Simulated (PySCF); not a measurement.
## Electron correlation in Sb (antimony, neutral)

[Kr] 4d10 5s2 5p2 6s1, high-spin 4P determinant (an excited configuration). Computed with PySCF 2.14 in aug-cc-pVQZ-PP with ECP28MDF, with a scalar-relativistic core potential. Frozen: 4s2 4p6 4d10; 5 electrons correlated.

```json
{"level": "CCSD", "correlation energy (mhartree)": "-71.56"}
{"level": "(T)", "correlation energy (mhartree)": "-2.67"}
{"level": "CCSD(T)", "correlation energy (mhartree)": "-74.23"}
```

Diagnostics: T1 = 0.017, D1 = 0.0482, largest double amplitude 0.085.

Problem. Is a single reference adequate?

Solution. Mostly. T1 lies below 0.03, but a double amplitude of this size points to a near-degeneracy that CCSD handles and MP2 describes poorly.
